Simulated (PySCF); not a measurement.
Assigning NMR signals

Geometry:
```csv
atom,x (Å),y (Å),z (Å)
F1,4.161,-0.784,-0.722
C2,3.153,-0.081,-0.170
F3,3.217,-0.330,1.151
F4,3.484,1.213,-0.318
C5,1.818,-0.404,-0.748
Si6,0.504,0.712,0.069
P7,-1.433,0.110,-0.824
Si8,-2.769,1.552,0.220
Si9,-1.890,-1.817,0.209
H10,1.862,-0.236,-1.822
H11,1.625,-1.462,-0.578
H12,0.615,0.559,1.524
H13,0.776,2.098,-0.309
H14,-4.140,1.176,-0.117
H15,-2.585,1.520,1.673
H16,-2.434,2.878,-0.290
H17,-3.253,-2.176,-0.177
H18,-0.930,-2.807,-0.280
H19,-1.791,-1.712,1.667
```

PySCF calculation with shieldings: GIAO PBE0/pcSseg-1 and GFN2-xTB structure; gas phase, non-relativistic Hamiltonian, averaged over atoms made equivalent by symmetry, fast rotation or ring inversion, single conformer.

References, each an isolated molecule treated in the same way: 13C (σref 186.93), 1H (σref 31.72) against TMS.

Question: Assign these signals to the numbered atoms. 13C{1H} NMR (computed): δ 136.3 (C), 23.1 (CH2).

Answer: 
| δ (ppm) | atoms | environment | reason |
| --- | --- | --- | --- |
| 136.3 | C2 | CF3 carbon | 3 electronegative neighbours deshield it |
| 23.1 | C5 | sp3 CH2 bonded to Si | – |

Question: Assign these signals to the numbered atoms. 1H NMR (600 MHz, computed): δ 4.59 (m, 2H), 4.12 (m, 6H), 1.79 (m, 2H).

Answer: 
4.59 → H12/H13, hydrogen on a silicon bonded to C, P
4.12 → H14/H15/H16/H17/H18/H19, hydrogen on a silicon bonded to P
1.79 → H10/H11, hydrogen on an sp3 CH2 bonded to Si

Splittings by 19F and 31P in the carbon and heteronuclear signals aren't shown, as no couplings were computed. Shifts are as computed. Against solution values, carbons near 30 ppm lie about +3 ppm off and those near 130 ppm about +5 ppm. Of 1309 compounds with measured shifts, 239 miss one by over three times the rms of a fit or turn the order of signals round; such compounds aren't used in these exercises. No couplings were computed; multiplicities are counted from neighbouring protons, with m where these are inequivalent, close in shift, in a saturated or five-membered ring or joined by F or P, and br s for small geminal =CH2 splittings.
